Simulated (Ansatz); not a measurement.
C2H4O2, charge +1, doublet, at a GFN2-xTB geometry (a state made from the parent by changing its charge; the spin is typed, not shown lowest). Base run: Ansatz (a program for electronic structure) with PBE/6-31G.

The Ansatz input:
Ansatz 0.2 input:
```yaml
crystal:
  periodic: [false, false, false]
  atoms:
    - {symbol: C, position_ang: [-1.42721550, -0.34477446, -0.06284575]}
    - {symbol: O, position_ang: [-0.10832509, -0.80332889, 0.05979256]}
    - {symbol: C, position_ang: [0.88366296, 0.03530489, -0.04001311]}
    - {symbol: O, position_ang: [0.96130834, 1.20784457, 0.09580546]}
    - {symbol: H, position_ang: [-1.80525534, -0.41698392, -1.09967017]}
    - {symbol: H, position_ang: [-2.03450360, -1.08161068, 0.49162085]}
    - {symbol: H, position_ang: [-1.53507051, 0.69186288, 0.28101196]}
    - {symbol: H, position_ang: [1.81227857, -0.57257630, -0.30059372]}
basis:
  gaussian:
    orbitals: 6-31G
hamiltonian:
  xc: pbe
total_charge: 1
magnetization: {spin_polarized: true, initial_magnetization: 1}
```

Variants of this job, named by their change:

```
change                                   E (Eh)  SCF-reference <S^2>
-----------------------------------  ----------  -------------------
base                                 -228.32496                0.754
functional = wB97X                   -228.49782                0.757
functional = blyp                    -228.52879                0.754
functional = b3lyp; dispersion = d4  -228.57306                0.758
functional = wB97M-V                 -228.47647                0.757
functional = PBE-QIDH                -228.11854                0.763
functional = wB97X-V                 -228.48204                0.757
functional = PBE0-DH                 -228.24250                0.760
functional = b3lyp                   -228.56815                0.758
functional = r2scan                  -228.44816                0.758
functional = BHLYP                   -228.42924                0.760
functional = hse06                   -228.29959                0.759
functional = B97M-V                  -228.52169                0.757
```

Total energies compare only within one method and basis.
